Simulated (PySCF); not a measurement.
Job file and geometry (Å, from GFN2-xTB) of an NMR shielding run on SMILES C#C[Si@@H]1C[SiH2][C@H](F)C1, C₅H₉FSi₂, PySCF 2.14.0, density-fitted response routines, GIAO PBE0/pcSseg-1 NMR shielding, non-relativistic, gas phase; density fitting, a coarse starting grid and PySCF grid level 2 are the driver's defaults:

```
$ OMP_NUM_THREADS=1 python probes_run.py task.json out

{"job": {"kind": "nmr", "xc": "PBE0", "basis": "pcSseg-1"}, "charge": 0, "multiplicity": 1}
C      3.017631    -0.794516    -1.926727
C      2.175116    -0.785620    -1.069086
Si     0.885188    -0.750891     0.257761
C     -0.836898    -1.268555    -0.398919
Si    -2.021949     0.183753    -0.054152
C     -0.911281     1.175579     1.168235
F     -1.288355     2.518822     1.214659
C      0.549397     1.058155     0.755993
H      3.753453    -0.800104    -2.679172
H      1.326070    -1.579937     1.389768
H     -1.178829    -2.175158     0.095643
H     -0.803812    -1.504052    -1.459958
H     -2.279368     0.999642    -1.241040
H     -3.272538    -0.212870     0.597579
H     -1.039234     0.818994     2.198387
H      1.208034     1.419976     1.546119
H      0.710377     1.708812    -0.106075
```

Q: What does the program print?

A: 
```
coarse grid: 15344 points
cycle   1  E = -873.9506800270  dE =  7.551e-01  |g| = 6.421e-01  |ddm| = 3.825e+00
cycle   2  E = -873.9182907416  dE =  3.239e-02  |g| = 7.884e-01  |ddm| = 1.169e+00
cycle   3  E = -874.0364384365  dE = -1.181e-01  |g| = 1.076e-01  |ddm| = 6.243e-01
cycle   4  E = -874.0380730889  dE = -1.635e-03  |g| = 5.739e-02  |ddm| = 1.035e-01
cycle   5  E = -874.0387970223  dE = -7.239e-04  |g| = 2.228e-02  |ddm| = 4.942e-02
cycle   6  E = -874.0389088033  dE = -1.118e-04  |g| = 4.179e-03  |ddm| = 1.753e-02
cycle   7  E = -874.0389124276  dE = -3.624e-06  |g| = 1.251e-03  |ddm| = 4.717e-03
final grid: 139848 points
cycle   8  E = -874.0937557029  dE = -3.129e-05  |g| = 8.991e-03  |ddm| = 3.197e-02
cycle   9  E = -874.0937379800  dE =  1.772e-05  |g| = 1.284e-02  |ddm| = 1.758e-02
cycle  10  E = -874.0937748053  dE = -3.683e-05  |g| = 1.371e-03  |ddm| = 1.002e-02
cycle  11  E = -874.0937751196  dE = -3.143e-07  |g| = 5.808e-04  |ddm| = 1.277e-03
cycle  12  E = -874.0937751936  dE = -7.405e-08  |g| = 2.223e-04  |ddm| = 5.041e-04
cycle  13  E = -874.0937752047  dE = -1.105e-08  |g| = 3.664e-05  |ddm| = 1.660e-04
cycle  14  E = -874.0937752049  dE = -2.551e-10  |g| = 1.148e-05  |ddm| = 4.452e-05
converged SCF energy = -874.0937752049

GIAO shielding tensors (ppm)
atom      isotropic    diamagn.    paramagn.     s11        s22        s33       span
  0 C       81.830     260.751    -178.920      0.243      0.798    244.448    244.205
  1 C       97.822     258.727    -160.905     -0.228      2.190    291.503    291.731
  2 Si     383.602     880.574    -496.972    340.589    383.903    426.314     85.724
  3 C      198.385     259.256     -60.872    187.211    198.209    209.734     22.523
  4 Si     383.090     879.711    -496.621    347.690    375.607    425.974     78.284
  5 C       94.418     248.426    -154.008     38.876     76.687    167.691    128.815
  6 F      407.572     471.817     -64.246    359.944    399.484    463.287    103.343
  7 C      162.381     254.882     -92.501    136.768    168.767    181.608     44.840
  8 H       29.651      33.016      -3.365     24.607     24.621     39.725     15.118
  9 H       26.987      28.220      -1.233     23.715     24.682     32.562      8.847
 10 H       31.720      30.292       1.428     26.262     28.363     40.536     14.274
 11 H       31.435      31.232       0.203     26.276     28.560     39.468     13.192
 12 H       27.378      28.883      -1.505     24.405     25.168     32.562      8.157
 13 H       27.266      28.308      -1.042     23.681     24.939     33.178      9.497
 14 H       26.424      30.065      -3.641     23.684     27.496     28.091      4.407
 15 H       29.683      30.064      -0.381     25.314     27.845     35.891     10.578
 16 H       30.108      32.218      -2.109     26.505     29.216     34.604      8.099
```

Size and cost of the density-fitted run: 195 basis functions, 75 s wall time on 1 thread of an Arm Neoverse N1, shared host; peak memory 0.86 GiB.
